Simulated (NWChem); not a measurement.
Species: GeH2S, singlet; SMILES [GeH][SH]

Program: NWChem. Low-valent species are run as closed-shell singlets; no triplet was tried in these runs. Each level has its own optimisation; frequencies are unscaled.

For level Hartree-Fock/STO-3G:

```
Property                           Result
---------------------------------  ------
r Ge–H (Å)                          1.458
r Ge–S (Å)                          2.132
r H–S (Å)                           1.328
highest harmonic frequency (cm⁻¹)    3279
lowest (cm⁻¹)                         504
zero-point energy (kcal/mol)         12.5
```

**Question.** Estimate the same quantities for level PBE/def2-SVP.

**Answer.** 
| Property | Value |
|---|---|
| r Ge–H (Å) | 1.615 |
| r Ge–S (Å) | 2.244 |
| r H–S (Å) | 1.366 |
| highest harmonic frequency (cm⁻¹) | 2590 |
| lowest (cm⁻¹) | 386 |
| zero-point energy (kcal/mol) | 9.7 |
